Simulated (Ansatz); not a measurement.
Ansatz (a quantum-chemistry and plane-wave program) input (B3LYP-D3(BJ)/def2-TZVP):

Ansatz 0.2 input:
```yaml
crystal:
  periodic: [false, false, false]
  atoms:
    - {symbol: Ag, position_ang: [-0.83940050, -0.70575129, -0.79999122]}
    - {symbol: Cl, position_ang: [0.81621830, 0.73381960, 0.79250831]}
basis:
  gaussian:
    orbitals: def2-TZVP
hamiltonian:
  xc: b3lyp
  dispersion: d3bj
total_charge: -1
magnetization: {spin_polarized: true, initial_magnetization: 1}
relax: {f_tol: 0.002, max_steps: 150}
```

End of the output:

```
the calculation of the forces begins
reference -16527.12488148 eV, -607.3606369067 hartree; 19, 18 occupied and 58, 59 virtual orbitals, 621 factors
relax step   3: F+E_penalty+E_count = -16527.19463563 eV  Δ(F+E_penalty+E_count) = -2.111e-3 eV  max|allowed force component| = 3.193e-1 eV/Å  Δτ_max = 0.1144 Å  (31 SCF iters, accepted)
these checks for a lower state are left out or cut short: starts, cluster_reference, orbital_swaps, neighbouring_geometries, increment
integrals: 0.02 GiB planned
621 factors; their error is unknown
mean field: 0.27 GiB planned
mean field evaluation 32: about -16527.1494 eV, gradient 8.8e-2 eV
mean field -16527.14953932 eV, -607.3615430659 hartree, gradient 1.9e-5 eV, S^2 0.751528; 0 other end points of the search recorded, 0 dependent functions left out
the calculation of the forces begins
reference -16527.14971657 eV, -607.3615495795 hartree; 19, 18 occupied and 58, 59 virtual orbitals, 621 factors
relax step   4: F+E_penalty+E_count = -16527.21900345 eV  Δ(F+E_penalty+E_count) = -2.437e-2 eV  max|allowed force component| = 1.803e-2 eV/Å  Δτ_max = 0.0545 Å  (31 SCF iters, accepted)
these checks for a lower state are left out or cut short: starts, cluster_reference, orbital_swaps, neighbouring_geometries, increment
integrals: 0.02 GiB planned
621 factors; their error is unknown
mean field: 0.27 GiB planned
mean field -16527.14962047 eV, -607.3615460478 hartree, gradient 3.3e-5 eV, S^2 0.751527; 0 other end points of the search recorded, 0 dependent functions left out
the calculation of the forces begins
reference -16527.14979752 eV, -607.3615525542 hartree; 19, 18 occupied and 58, 59 virtual orbitals, 621 factors
relax step   5: F+E_penalty+E_count = -16527.21911461 eV  Δ(F+E_penalty+E_count) = -1.112e-4 eV  max|allowed force component| = 5.847e-5 eV/Å  Δτ_max = 0.0038 Å  (29 SCF iters, accepted)
integrals: 0.02 GiB planned
621 factors; their error is unknown
mean field: 0.27 GiB planned
mean field -16527.14962047 eV, -607.3615460478 hartree, gradient 3.3e-5 eV, S^2 0.751527; 1 other end points of the search recorded, 0 dependent functions left out
the calculation of the forces begins
reference -16527.14979752 eV, -607.3615525542 hartree; 19, 18 occupied and 58, 59 virtual orbitals, 621 factors
Total energy: -16527.21929166 eV, -607.3641064169 hartree
Atom 0 at    -0.778392    -0.652704    -0.741309 Å, force    -0.000058    -0.000051    -0.000056 eV/Å
Atom 1 at     0.755210     0.680772     0.733826 Å, force     0.000058     0.000051     0.000056 eV/Å
Dipole moment:    -0.277664    -0.241431    -0.267079 e Å
```

The spin state was set by rule; other spins were not relaxed.
